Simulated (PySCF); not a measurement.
How good is the calculation?

Atom-mapped SMILES (the numbers label the heavy atoms): `[CH3:1][CH2:2][P:3]([C:4]([F:5])([F:6])[F:7])[C:8]([F:9])([F:10])[F:11]`. Each H is labelled by its parent atom.

The experiment to reproduce: δ 19F F5/F6/F7/F9/F10/F11 -55.2 ppm (measured; solution; Christoph Thösen, Zur Synthese chiraler, zweizähniger Bis(trifluormethyl)phosphan-Liganden, Inaugural-Dissertation, Universität zu Köln, 2003).
δ 19F F5/F6/F7/F9/F10/F11 -54.9; δ 31P P3 5.2 ppm (measured; solution, DMF; Christoph Thösen, Zur Synthese chiraler, zweizähniger Bis(trifluormethyl)phosphan-Liganden, Inaugural-Dissertation, Universität zu Köln, 2003).

[PySCF 2.14.0 with density-fitted response routines: PBE0/pcSseg-1 with gauge-including orbitals; geometry from GFN2-xTB; no solvent; relativity neglected; rapidly exchanging positions averaged; single conformer]

Q: What does the calculation give, and how does it compare?

A: 
Reference values: measured (solution; Christoph Thösen, Zur Synthese chiraler, zweizähniger Bis(trifluormethyl)phosphan-Liganden, Inaugural-Dissertation, Universität zu Köln, 2003).
| atoms | quantity | reference | computed | computed, scaled |
| --- | --- | --- | --- | --- |
| F5/F6/F7/F9/F10/F11 | δ 19F vs CFCl3 | -55.2 | -69.1 | -55.9 |

Reference values: measured (solution, DMF; Christoph Thösen, Zur Synthese chiraler, zweizähniger Bis(trifluormethyl)phosphan-Liganden, Inaugural-Dissertation, Universität zu Köln, 2003).
```csv
atoms,quantity,reference,computed,"computed, scaled"
F5/F6/F7/F9/F10/F11,δ 19F vs CFCl3,-54.9,-69.1,-55.9
P3,δ 31P vs 85 % H3PO4,5.2,-2.9,4.0
```

Computed shifts are σ(ref) − σ with the named reference compound (TMS for H and C) calculated as an isolated molecule at the same level. The measured values may be among those fitted. Shieldings were converted by a linear fit to measured shifts: 19F (scatter 6.0 ppm rms, 7.0 ppm with the 5 outliers that the fit left out vs CFCl3, solution or neat liquid, with a term for F on sp3 carbon); 31P (scatter 18.1 ppm rms vs H3PO4, solution or neat liquid). A few per cent of atoms miss by over 2 rms, more outside the fitted compound classes.

Q: How far are the unscaled 19F shifts from the references?

A: Mean signed difference -14.05 ppm, mean absolute 14.05 ppm over 2 comparisons; the largest is -14.2 ppm at F5/F6/F7/F9/F10/F11 (fluorine of a CF3 group).
